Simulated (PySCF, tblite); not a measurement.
C₃H₇FO₃Si.
SMILES: `F[C@@H]1CO[C@H](O[SiH3])O1`

Jobs on this species (15 atoms, 72 electrons) with PySCF (density fitting) and tblite. Hardware of each: one thread, Arm Neoverse V2 (aarch64), on a shared host. The host was shared with other jobs, so the times are rough.

```json
{"level and settings": "PBE0/pcSseg-1", "work": "shieldings, ring-centre shieldings, charges and field gradients", "basis functions": "178", "SCF cycles": "?", "wall time": "?"}
{"level and settings": "CAM-B3LYP/def2-SVPD", "work": "8 singlets by full TDDFT, 3 Tamm–Dancoff triplets, polarisability", "basis functions": "232", "SCF cycles": "13", "wall time": "65 s"}
{"level and settings": "GFN2-xTB", "work": "L-BFGS relaxation", "basis functions": "–", "SCF cycles": "–", "wall time": "0.61 s"}
```

Problem. Fill in the missing figures.

Solution. 
- PBE0/pcSseg-1; shieldings, ring-centre shieldings, charges and field gradients: 24 s, 13 SCF cycles

Problem. What do all jobs in the table cost together?

Solution. About 90 s; the longest takes about 73 % of that, and about 110 times as long as the shortest.
